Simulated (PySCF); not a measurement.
## Ionisation energy of Sn⁴³⁺ by level of theory

Sn⁴³⁺ [He] 2s2 2p3 (4S) → Sn⁴⁴⁺ [He] 2s2 2p2 (3P), as a difference of total energies. Calculation: PySCF 2.14, in an even-tempered Gaussian basis (17 s from 20 bohr⁻², ratio 2.2; 10 p from 26 bohr⁻², ratio 2.2; 5 d from 99 bohr⁻², ratio 2.4; 5 f from 150 bohr⁻², ratio 2.4; 4 g from 220 bohr⁻², ratio 2.4); the non-relativistic Hamiltonian (point nucleus). Correlated levels: nothing frozen; virtual orbitals above 40 to 60 times the deepest correlated orbital energy dropped. The calculations carry no spin-orbit coupling.

```
                 method  ionisation energy (eV)
                    UHF                  7070.3
                    LDA                  7065.5
                    PBE                  7066.4
                   PBE0                  7067.7
                 r2SCAN                  7070.7
                 M06-2X                  7068.7
SCS-MP2 (all electrons)                  7068.6
```

Task: Estimate what MP2 (all electrons) gives.

Result: 7069.3 eV, closest to M06-2X among the rows shown.

Task: Estimate what M06 gives.

Result: 7071.2 eV, closest to r2SCAN among the rows shown.

Spin-orbit coupling is strong in these open shells (close to jj coupling). The scalar numbers leave it out and a first-order estimate fails, so it can dominate the gap to the real levels.

All relativistic terms are absent from these numbers, so their closeness to the reference says little about the methods.

For comparison: 7080 ± 50 eV (semi-empirical (NIST evaluation); NIST Atomic Spectra Database, ionization energies).
